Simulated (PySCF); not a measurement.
Barium: a sound run and one with changed settings

Sound run: Ba [Xe] 6s2, Ba⁺ [Xe] 6s1. Calculation: PySCF 2.14, in cc-pVDZ-X2C; scalar relativity by spin-free X2C-1e. In the sound run the correlated levels freeze [Xe]. The sound run starts from symmetry-adapted Hartree-Fock orbitals and uses a fine grid where one is needed.

Changed run: the non-relativistic Hamiltonian (point nucleus). This setting is unsound on purpose.

```
species   method  sound run (hartree)  changed run (hartree)  converged
     Ba      UHF          -8131.63537            -7571.81019        yes
     Ba   r2SCAN          -8134.72450            -7574.97817        yes
     Ba   M06-2X          -8135.46769            -7575.68111        yes
     Ba      MP2          -8131.65015            -7571.82894        yes
     Ba  CCSD(T)          -8131.65867            -7571.84850        yes
    Ba⁺      UHF          -8131.47815            -7571.69767        yes
    Ba⁺   r2SCAN          -8134.54249            -7574.84455        yes
    Ba⁺   M06-2X          -8135.26724            -7575.54353        yes
```

Ionisation energy of Ba:

```json
{"method": "UHF", "sound run (eV)": "4.278", "changed run (eV)": "3.062"}
{"method": "r2SCAN", "sound run (eV)": "4.953", "changed run (eV)": "3.636"}
{"method": "M06-2X", "sound run (eV)": "5.454", "changed run (eV)": "3.744"}
{"method": "MP2", "sound run (eV)": "4.680", "changed run (eV)": "3.572"}
{"method": "SCS-MP2", "sound run (eV)": "4.761", "changed run (eV)": "3.674"}
{"method": "CCSD", "sound run (eV)": "4.912", "changed run (eV)": "4.104"}
{"method": "CCSD(T)", "sound run (eV)": "4.912", "changed run (eV)": "4.104"}
{"method": "CCSDT", "sound run (eV)": "4.912", "changed run (eV)": "4.104"}
{"method": "FCI", "sound run (eV)": "4.912", "changed run (eV)": "4.104"}
```

Most of the change in total energy is the relativistic energy itself. On top of that the contraction fixes the core shape for the Hamiltonian it was made with, so the changed run is not a good calculation with the other Hamiltonian either.

For comparison, NIST gives 5.212 eV between the lowest levels.
